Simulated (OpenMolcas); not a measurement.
**2s² 2p⁴ along the 8-electron sequence**

```json
{
  "Program": "OpenMolcas 26.06",
  "Method": "SS-CASPT2, IPEA 0.25 Eh, imaginary shift 0.1 Eh",
  "Basis": "ANO-RCC-VTZP",
  "Scalar Hamiltonian": "DKH2, point nucleus",
  "Spin-orbit coupling": "RASSI with atomic mean-field integrals over the reference wave functions, term energies averaged over their components"
}
```

Active space for each ion: 6 electrons in 4 orbitals (2s 2p); closed shells correlated by CASPT2: 1s.

Computed levels in cm-1 above ³P₂:

```csv
Level,O,F+,Ne2+
³P₁,149,323,601
³P₀,222,479,886
¹D₂,16120,21200,26390
¹S₀,33600,44830,55960
weight of ³P in the lowest level (%),100,100,100
```

Measured, with the error of the calculation in %. Measured levels: O, F+ from NIST Handbook of Basic Atomic Spectroscopic Data; Ne2+ from Moore, Atomic Energy Levels, vol. I, NSRDS-NBS 35 (1971 reprint of NBS Circular 467, 1949).

```tsv
Level	O	F+	Ne2+
³P₁	158 (-5.6)	341 (-5.3)	650 (-7.6)
³P₀	227 (-2.0)	490 (-2.2)	927 (-4.5)
¹D₂	15868 (+1.6)	20873 (+1.5)	25841 (+2.1)
¹S₀	33793 (-0.6)	44918 (-0.2)	55747 (+0.4)
```

The fine-structure level ³P₀ changes by a factor of 3.99 from O to Ne2+. Its fourth root runs 3.86, 4.68, 5.46, with steps per unit of Z of 0.82, 0.78; equal steps would mean a (Z - σ)^4 law with constant σ.

¹D₂ changes by a factor of 1.64 over the same range, with steps per unit of Z of +5080, +5190 cm-1.

CASPT2 breaks the degeneracy within a term, and the mean is taken; among the terms shown or strongly mixed into the levels shown the widest spread is 94 cm-1 (2s² 2p⁴ ¹D, O). Terms from blocks run as CI alone lack orbitals of their own. Measured partners are found by configuration, term and J. A level has none where our copy of the source lacks it or the pairing is in doubt (some pairs that miss far off the trend of their configuration count as doubtful), and it then counts in no deviation. Only configurations of the active space appear.
